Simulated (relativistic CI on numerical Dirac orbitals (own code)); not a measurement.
How well does a small relativistic CI reproduce Ru III?

Calculated at this level of theory: Dirac-Coulomb-Breit CI, KLI orbitals optimised for each configuration, model QED (radiative potential, 1s self-energy scaled to tabulated hydrogen-like ionisation energies), valence Slater integrals scaled by 0.85, P86 correlation estimate, and configurations built on the next ion tied to the tabulated ionisation energy (semi-empirical) (own radial code, finite nucleus).

Configurations in the expansion (outside the closed core [Kr]): 4d⁶, 4d⁵5s, 4d⁵5p, 4d⁵5d, 4d⁵6s, 4d⁵4f, 4d⁵5f, 4d⁴5s², 4d⁴5s5p, 4d⁵6p, 4d⁴4f², 4d⁵6d, 4d⁵5g, 4d⁵6f, 4d⁵6g, 4d⁴5p², 4d⁴5s6s, 4d⁴4f5s. Levels of other configurations are missing.

| Configuration | Term (tabulated) | J | Measured (cm⁻¹) | Computed | Error | Purity (%) |
| --- | --- | --- | --- | --- | --- | --- |
| 4d⁶ | 5D | 4 | 0.0 | 0 | 0 | 98 |
| 4d⁶ | 5D | 3 | 1158.8 | 1061 | -98 | 99 |
| 4d⁶ | 5D | 2 | 1826.3 | 1694 | -133 | 98 |
| 4d⁶ | 5D | 1 | 2266.3 | 2102 | -164 | 98 |
| 4d⁶ | 5D | 0 | 2476.0 | 2297 | -179 | 97 |
| 4d⁵5s | 7S | 3 | 27162.8 | 33512 | 6349 | 99 |
| 4d⁵5s | 5S | 2 | 41111.7 | 48311 | 7199 | 97 |
| 4d⁵5p | 7P° | 2 | 76056.1 | 80676 | 4620 | 97 |
| 4d⁵5p | 7P° | 3 | 76915.6 | 81498 | 4583 | 95 |
| 4d⁵5p | 7P° | 4 | 78673.5 | 83010 | 4337 | 99 |
| 4d⁵5p | 5P° | 3 | 83997.9 | 89325 | 5327 | 93 |
| 4d⁵5p | 5P° | 2 | 84487.1 | 89750 | 5263 | 95 |
| 4d⁵5p | 5P° | 1 | 84822.9 | 90051 | 5228 | 98 |
| 4d⁵5d | 7D | 2 | 137251.0 | 139097 | 1846 | 98 |
| 4d⁵5d | 7D | 3 | 137303.6 | 139147 | 1843 | 98 |

Measured levels from Moore, Atomic Energy Levels, vol. III, NSRDS-NBS 35 (1971 reprint of NBS Circular 467, 1958); pairs were made by configuration, J and term (by order where the table uses no LS term), so strongly mixed levels may be paired wrongly. The analysis dates from before 1960.

Mean error by configuration (cm⁻¹): 4d⁶ -143; 4d⁵5s 6774; 4d⁵5p 4893; 4d⁵5d 1845. Over the excited levels the mean absolute error is 3369 cm⁻¹ (14 of the 17 excited levels that our extract of the source holds in range could be paired, and the others can miss by more), and the median relative error of those above 1,000 cm⁻¹ is 6.3 %. Some levels of the ground configuration have no partner.
